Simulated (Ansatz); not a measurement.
All numbers were calculated with Ansatz.

Basis-set series for F₃H₂Si₂, SMILES `F[Si](F)(F)[SiH2]` radical. Charge 0, multiplicity 2. The structure was optimised at the PBE0-D4/def2-TZVP level.

Z-matrix (Å, degrees):
```
Si
F 1 1.581
F 1 1.580 2 106.6
F 1 1.580 2 106.6 3 -114.8
Si 1 2.311 2 114.8 3 122.6
H 5 1.484 1 113.2 2 64.6
H 5 1.484 1 113.2 2 -64.4
```

```csv
functional,basis,functions,energy (Eh),HOMO (eV),LUMO (eV)
PBE0-D4,def2-TZVPP,205,-879.50781,-7.00,-3.34
PBE0-D4,def2-QZVPP,371,-879.54478,-7.02,-3.36
ωB97M-V,def2-TZVPP,205,-879.91921,-8.73,-1.68
ωB97M-V,def2-QZVPP,371,-879.95384,-8.75,-1.74
```

Give the rows for def2-SVP. (An estimate is asked.)

The calculation gave: 
```csv
functional,basis,functions,energy (Eh),HOMO (eV),LUMO (eV)
PBE0-D4,def2-SVP,88,-878.90621,-6.99,-3.32
ωB97M-V,def2-SVP,88,-879.31121,-8.68,-1.60
```

HOMO and LUMO are taken over both spins.
